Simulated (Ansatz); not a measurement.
Energy needed to pull apart H$_{2}$TeO (SMILES O[TeH]), closed shell, into free ground-state atoms, from the structure below (displaced at random from a GFN2-xTB minimum); no zero-point or spin–orbit terms; open-shell atoms are treated unrestricted, in their ground-state multiplicity.

```xyz
4
angstrom
O -0.4841 -0.6771 0.6721
Te 0.4343 1.0611 0.2193
H 0.0813 -1.4433 0.4874
H -0.1161 1.1084 -1.3189
```

Ansatz 0.2.0; basis: def2-TZVPP; cores frozen in the correlated methods. Filled d shells of the heavier atoms are correlated. Core potentials replace the inner electrons of the atoms past krypton. The def2 sets are not built for correlating such inner shells, so the correlated values are less sure here. B3LYP uses VWN-RPA correlation.

```
   method  atomization energy (kcal/mol)
   PBE-D4                          250.7
  BLYP-D4                          248.5
r2SCAN-D4                              ?
  PBE0-D4                          237.4
 B3LYP-D4                          242.5
  wB97M-V                          240.7
       HF                              ?
      MP2                          237.6
     CCSD                          227.7
  CCSD(T)                          234.4
```

Q: What does r2SCAN-D4 give? (To be estimated.)

A: By the calculation: 240.9 kcal/mol, which is about 6.6 kcal/mol more than CCSD(T)/def2-TZVPP.

Q: What does HF give? (To be estimated.)

A: The calculation gives: 135.6 kcal/mol, which is about 98.7 kcal/mol less than CCSD(T)/def2-TZVPP.

In triple zeta the MP2 and coupled-cluster atomization energies are still short of their basis limit by a few kcal/mol a bond, whereas those of the functionals are nearly converged, so these differences are not deviations from converged CCSD(T).

No T1 diagnostic of these runs exceeds 0.014.

For scale, one of the runs: CCSD(T)/def2-TZVPP forces, 109 basis functions (an equivalent command: `ansatz run in.yaml --threads 4`). The run took 21 s on 4 CPU threads (shared host), with 0.78 GiB of host memory at its peak.
